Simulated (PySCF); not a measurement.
Calculation: PBE-D3(BJ)/def2-TZVP // PBE0-D3(BJ)/def2-TZVP (PySCF). Isolated molecules, 0 K electronic values unless said otherwise. One relaxed conformer stands for a flexible species; it need not be the lowest. Excitations are Tamm–Dancoff values on a coarser integration grid. The basis has no diffuse functions, so Rydberg states are missing or too high.

Reference species (SMILES): `S[Si](S)(S)S` (neutral, multiplicity 1).

```
Property                Value
-------------------  --------
LUMO                 -1.37 eV
T1 excitation (TDA)   4.85 eV
```

Changed species: `S[SiH](S)S` (1 of 4 SH replaced by H; the reference has 0 of 4 SH replaced by H).

### Question
What does the change do to the LUMO and T1 excitation (TDA)?

### Answer
the LUMO increases by 0.42 eV, to -0.95 eV; the T1 excitation (TDA) rises by 0.38 eV, to 5.23 eV.
